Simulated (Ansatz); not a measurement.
Consider the silylene loss: `C=C[SiH2][SiH3]` → `C=C[SiH3]` + `[SiH2]`.

Gas-phase electronic energies from Ansatz, PBE0-D4/def2-TZVP geometries. CCSD(T)/CBS adds triple-zeta CCSD(T) − MP2 to the extrapolated MP2 energy (def2 sets, frozen cores). This one scheme is used for every species. Functionals use def2-TZVPP. Each species was taken in one conformer, which may not be the lowest.

Q: Is it downhill or uphill in electronic energy at CCSD(T)/CBS, and by how much? (An estimate is asked.)

A: The calculation gave: Uphill: ΔE = +2.46 eV.

Q: What do these levels give: BHLYP, CAM-B3LYP, MP2/def2-TZVPP, CCSD/def2-TZVPP, CCSD(T)/def2-TZVPP, MP2/CBS(def2)? (An estimate is asked.)

A: Computed: BHLYP 2.37, CAM-B3LYP 2.39, MP2/def2-TZVPP 2.54, CCSD/def2-TZVPP 2.33, CCSD(T)/def2-TZVPP 2.39, MP2/CBS(def2) 2.61 eV.

Q: What do rigid-rotor, harmonic-oscillator terms from PBE0-D4/def2-TZVP frequencies (298.15 K, 1 bar) make of the CCSD(T)/CBS value? (Estimate.)

A: Computed: ΔZPE = -0.15 eV, ΔH = +2.35 eV, ΔS = 144 J/(mol·K), ΔG = +1.90 eV.

Largest T1 diagnostic among the species: 0.014.

At CCSD(T), def2-SVP lies −0.18 eV from the extrapolated value and def2-TZVPP −0.07 eV. The D4 term adds +0.13 eV with B3LYP and +0.07 eV with PBE0; it sums over pairs of atoms, weighted by their polarisabilities, and B3LYP, whose exchange is more repulsive, gets the larger term.

B3LYP here is the variant with VWN-RPA as its local correlation; programs differ in this.
